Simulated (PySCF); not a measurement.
SMILES C[SiH](C)C(F)(F)F, B3LYP/def2-SVP optimised geometry.

```
14

Si    -0.17    -0.76     0.00
C     -0.92    -1.58    -1.51
C      1.71    -0.76     0.00
C     -0.75     1.10     0.00
F     -2.10     1.21     0.03
F     -0.28     1.79     1.06
F     -0.33     1.75    -1.11
H     -0.71    -1.34     1.26
H     -0.57    -1.10    -2.44
H     -0.64    -2.65    -1.55
H     -2.02    -1.52    -1.48
H      2.10    -0.26    -0.90
H      2.10    -0.22     0.88
H      2.10    -1.79     0.02
```

Density from PySCF 2.14.0 with B3LYP/def2-TZVP at that geometry.

Minimum of the electron density along straight lines between bonded atoms, close to the bond critical point (lines longer than 1.1 times the sum of covalent radii, or with two minima, are not listed):

| bond | length / Å | ρ at the minimum / e bohr⁻³ | ∇²ρ there / e bohr⁻⁵ | position (fraction from the first atom) |
|---|---|---|---|---|
| Si1–C2 | 1.879 | 0.123 | 0.15 | 0.39 |
| Si1–C3 | 1.879 | 0.123 | 0.15 | 0.39 |
| Si1–C4 | 1.940 | ? | 0.17 | 0.38 |
| C4–F5 | 1.353 | 0.274 | -0.46 | 0.34 |
| C4–F6 | 1.353 | 0.274 | -0.46 | 0.34 |
| C4–F7 | 1.357 | 0.272 | -0.47 | 0.34 |
| Si1–H8 | 1.491 | 0.122 | ? | 0.49 |
| C2–H9 | 1.102 | 0.268 | -0.88 | 0.64 |
| C2–H10 | 1.102 | 0.267 | -0.87 | 0.64 |
| C2–H11 | 1.102 | 0.268 | -0.88 | 0.64 |
| C3–H12 | 1.102 | 0.268 | -0.88 | 0.64 |
| C3–H13 | 1.102 | 0.268 | -0.88 | 0.64 |
| C3–H14 | 1.102 | 0.267 | -0.87 | 0.64 |

**Question.** What belongs in the gaps?

**Answer.** 
- Si1–C4, ρ at the minimum / e bohr⁻³: 0.113
- Si1–H8, ∇²ρ there / e bohr⁻⁵: 0.14
